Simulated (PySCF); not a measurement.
# Excited states of Kr (krypton, neutral)

Ground state [Kr], ¹S. Computed with PySCF 2.14 in aug-cc-pVDZ-PP with two added diffuse shells each of s, p, d type with ECP10MDF (7s6p5d, 50 functions), with a scalar-relativistic core potential. Vertical excitation energies in eV without spin-orbit coupling; excited terms of each kind are numbered among those the solver found. Frozen: 3s2 3p6.

| term | leading excitation | EOM-EE-CCSD |
| --- | --- | --- |
| 1 3P° | 4p → s | 9.825 |
| 1 1P° | 4p → s | 10.063 |
| 1 3S | 4p → p | 11.087 |
| 1 3D | 4p → p | 11.343 |
| 1 1D | 4p → p | 11.399 |
| 1 3P | 4p → p | 11.473 |
| 1 1P | 4p → p | 11.476 |
| 1 1S | 4p → p | 11.607 |
| 2 3P° | 4p → d | 12.044 |
| 1 3F° | 4p → d | 12.221 |
| 2 1P° | 4p → s | 12.292 |
| 1 1F° | 4p → d | 12.319 |
| 1 1D° | 4p → d | 12.417 |
| 2 3S | 4p → p | 12.610 |
| 2 3D | 4p → p | 12.676 |
| 2 1D | 4p → p | 12.693 |

Only the lower part of the computed list is shown. The solver can miss terms. Rydberg members are limited by the diffuse functions of the basis.
